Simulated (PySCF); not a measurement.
# Identify the compound

The spectra below were simulated for a compound CH₉ClO₂Si₃.

¹H NMR (300 MHz, computed): δ 5.58 (m, 1H), 5.50 (q, 1H), 5.44 (m, 1H), 3.97 (s, 3H), 3.34 (d, 3H).

¹³C{¹H} NMR (computed): δ 53.2 (CH3).

PySCF 2.14.0 with density-fitted response routines calculation with GFN2-xTB structure and σ from GIAO-PBE0/pcSseg-1; relativity neglected, averaged over atoms made equivalent by symmetry, fast rotation or ring inversion, isolated molecule, single conformer.

Scale: TMS for ¹H (σ = 31.72 ppm), ¹³C (σ = 186.93 ppm) (reference shieldings calculated alike).

Choose the structure that fits.
A. [SiH3]O[SiH2]O[SiH2]CCl
B. [SiH3]OC[SiH2]O[SiH2]Cl
C. CO[Si@@H]([SiH3])O[SiH2]Cl
D. [SiH3]O[SiH2]OC[SiH2]Cl
E. [SiH3]CO[SiH2]O[SiH2]Cl

## Answers

C. 

Rings plus π bonds: 0. Carbon types of the structure: 1 × CH3, leaving 6 H on heteroatoms. δC 53.2: methyl carbon bonded to O; the inductive effect lowers its shielding. δH 5.58, 5.44: hydrogen on a silicon bonded to Cl, O. δH 5.50: hydrogen on a silicon bonded to 2 O, Si. δH 3.97: hydrogen on a methyl carbon bonded to O; its carbon carries O, which withdraws density. δH 3.34: hydrogen on a silicon bonded to Si.

The others: [SiH3]OC[SiH2]O[SiH2]Cl would give 4 signals for carbon-bound and other non-exchanging H, not 5; [SiH3]O[SiH2]OC[SiH2]Cl would give 4 signals for carbon-bound and other non-exchanging H, not 5; [SiH3]CO[SiH2]O[SiH2]Cl would give 4 signals for carbon-bound and other non-exchanging H, not 5; [SiH3]O[SiH2]O[SiH2]CCl would give 4 signals for carbon-bound and other non-exchanging H, not 5.

Shifts are as computed. Against solution values, carbons near 30 ppm lie about +3 ppm off and those near 130 ppm about +5 ppm. Of 1211 compounds with measured shifts, 218 miss one by over three times the rms of a fit or turn the order of signals round; such compounds aren't used in these exercises. Multiplicities follow the n + 1 count of equivalent neighbours, as no J values were calculated; m marks all less simple cases, F and P coupling included.
